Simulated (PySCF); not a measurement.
Job file and geometry (Å, from GFN2-xTB) of an NMR shielding run on SMILES COB(C[O+](C)C)OC, [C$_{5}$H$_{14}$BO$_{3}$]+, PySCF 2.14.0, density-fitted response routines, GIAO PBE0/pcSseg-1 NMR shielding, non-relativistic, gas phase; density fitting, a coarse starting grid and PySCF grid level 2 are the driver's defaults:

```
$ OMP_NUM_THREADS=1 python probes_run.py task.json out

{"job": {"kind": "nmr", "xc": "PBE0", "basis": "pcSseg-1"}, "charge": 1, "multiplicity": 1}
C      2.778593    -1.353855    -0.507189
O      2.075286    -0.164330    -0.219581
B      0.772626     0.042285    -0.082173
C     -0.338579    -1.159167    -0.196057
O     -1.740245    -0.810328     0.045245
C     -1.955638    -0.326062     1.388004
C     -2.250908     0.117680    -0.936314
O      0.283986     1.276364     0.158651
C      1.120085     2.426739     0.269754
H      2.982228    -1.397942    -1.578365
H      3.724208    -1.310769     0.032991
H      2.223694    -2.243101    -0.205799
H     -0.112115    -1.959147     0.513003
H     -0.313014    -1.606099    -1.192703
H     -1.424084     0.611065     1.556587
H     -3.027147    -0.186594     1.526261
H     -1.602927    -1.087491     2.082138
H     -2.118953    -0.326722    -1.921780
H     -3.314986     0.254457    -0.745998
H     -1.726249     1.072089    -0.882182
H      0.558212     3.275779    -0.117418
H      1.362209     2.591953     1.319732
H      2.038965     2.290180    -0.296730
```

Problem. Write the output of this run.

Solution. 
```
coarse grid: 18456 points
cycle   1  E = -448.5130756234  dE =  1.329e+00  |g| = 7.551e-01  |ddm| = 3.874e+00
cycle   2  E = -448.3993418938  dE =  1.137e-01  |g| = 1.102e+00  |ddm| = 1.254e+00
cycle   3  E = -448.6150849383  dE = -2.157e-01  |g| = 7.802e-02  |ddm| = 8.031e-01
cycle   4  E = -448.6161193177  dE = -1.034e-03  |g| = 2.002e-02  |ddm| = 4.986e-02
cycle   5  E = -448.6161633718  dE = -4.405e-05  |g| = 1.352e-02  |ddm| = 1.859e-02
cycle   6  E = -448.6161946940  dE = -3.132e-05  |g| = 2.493e-03  |ddm| = 8.565e-03
cycle   7  E = -448.6161959673  dE = -1.273e-06  |g| = 4.036e-04  |ddm| = 1.962e-03
final grid: 176080 points
cycle   8  E = -448.7006997130  dE = -5.089e-05  |g| = 1.708e-02  |ddm| = 2.949e-02
cycle   9  E = -448.7006497690  dE =  4.994e-05  |g| = 2.445e-02  |ddm| = 1.953e-02
cycle  10  E = -448.7007524994  dE = -1.027e-04  |g| = 1.938e-03  |ddm| = 1.174e-02
cycle  11  E = -448.7007533310  dE = -8.316e-07  |g| = 1.596e-04  |ddm| = 1.411e-03
cycle  12  E = -448.7007533339  dE = -2.887e-09  |g| = 1.195e-04  |ddm| = 2.037e-04
cycle  13  E = -448.7007533363  dE = -2.425e-09  |g| = 3.150e-05  |ddm| = 9.265e-05
cycle  14  E = -448.7007533364  dE = -1.679e-10  |g| = 7.140e-06  |ddm| = 2.169e-05
converged SCF energy = -448.7007533364

GIAO shielding tensors (ppm)
atom      isotropic    diamagn.    paramagn.     s11        s22        s33       span
  0 C      131.249     245.034    -113.785    101.171    108.365    184.211     83.040
  1 O      216.074     398.058    -181.984     45.632    255.913    346.676    301.044
  2 B       78.926     201.158    -122.232     58.774     88.283     89.721     30.947
  3 C      104.201     261.603    -157.402     60.692     68.374    183.537    122.845
  4 O      320.080     398.250     -78.170    262.016    345.058    353.165     91.149
  5 C      111.707     251.439    -139.731     68.693     79.904    186.525    117.831
  6 C      111.461     251.306    -139.845     68.396     79.722    186.264    117.868
  7 O      221.037     402.885    -181.849     98.484    229.994    334.632    236.147
  8 C      131.605     242.987    -111.382     98.746    111.691    184.378     85.632
  9 H       27.511      28.293      -0.782     23.647     25.074     33.811     10.163
 10 H       27.231      27.148       0.083     23.123     25.049     33.520     10.397
 11 H       28.194      30.356      -2.162     23.529     27.486     33.568     10.039
 12 H       27.170      34.686      -7.516     22.311     26.282     32.918     10.607
 13 H       27.284      34.741      -7.457     22.667     26.430     32.756     10.089
 14 H       26.309      32.751      -6.441     21.409     27.599     29.920      8.511
 15 H       27.446      28.731      -1.284     23.900     24.420     34.018     10.119
 16 H       27.610      30.533      -2.923     24.277     24.617     33.937      9.661
 17 H       27.599      30.452      -2.853     24.290     24.582     33.926      9.636
 18 H       27.444      28.703      -1.260     23.922     24.426     33.984     10.062
 19 H       26.197      32.708      -6.511     21.237     27.680     29.674      8.437
 20 H       27.631      28.298      -0.667     23.242     25.763     33.888     10.646
 21 H       27.683      28.491      -0.808     23.597     25.182     34.272     10.676
 22 H       26.993      29.071      -2.079     22.364     26.302     32.312      9.949
```

Size and cost of the density-fitted run: 223 basis functions, 51 s wall time on 1 thread of an Arm Neoverse V1, shared host; peak memory 1 GiB.
